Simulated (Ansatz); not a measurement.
Coupled-cluster diagnostics for SbH2(OtBu) (C₄H₁₁OSb), Ansatz.

Geometry of the singlet (PBE-D4/def2-SVP):

```xyz
17

C    -0.1153    0.2737    0.1240
C    -0.4897    0.6349   -1.3234
C    -1.1281    0.8899    1.1021
C     1.3054    0.7616    0.4551
O    -0.2358   -1.1386    0.3472
Sb    0.8939   -2.4513   -0.7338
H     1.1365   -3.4811    0.6475
H    -0.4788   -3.4219   -1.1950
H    -0.4863    1.7320   -1.4866
H     0.2331    0.1927   -2.0429
H    -1.4999    0.2478   -1.5647
H    -2.1459    0.5135    0.8800
H    -1.1325    1.9964    1.0306
H    -0.8747    0.6004    2.1408
H     2.0497    0.3228   -0.2435
H     1.5798    0.4624    1.4864
H     1.3886    1.8649    0.3762
```

In the def2 sets Sb takes a core potential; there is no spin–orbit coupling. Correlated methods freeze 9 core orbitals; core or outer-core shells of Sb are correlated, in sets that lack core-valence functions. Another isomer (singlet) lies 0.33 eV lower at PBE0-D4/def2-TZVP; other spin states weren't run for this one.

Estimate the CCSD(T) correlation energy, the shares of MP2 and (T), T1 and the reference's ⟨S²⟩ for: charge 0, singlet, own geometry in def2-SVP; and the rough time on 4 threads of Intel Xeon Platinum 8259CL on a shared host.


| state | basis | correlation (eV) | MP2 share (%) | (T) share (%) | T1 | ⟨S²⟩ (pure) | wall time |
| --- | --- | --- | --- | --- | --- | --- | --- |
| charge 0, singlet, own geometry | def2-SVP | -27.235 | 89.6 | 3.0 | 0.011 | 0.00 (0.00) | 38 s |
Customary marks for T1 are 0.02 (closed shells), 0.045 (open shells) and about 0.05 (3d metals). T1 stays under 0.02 throughout.
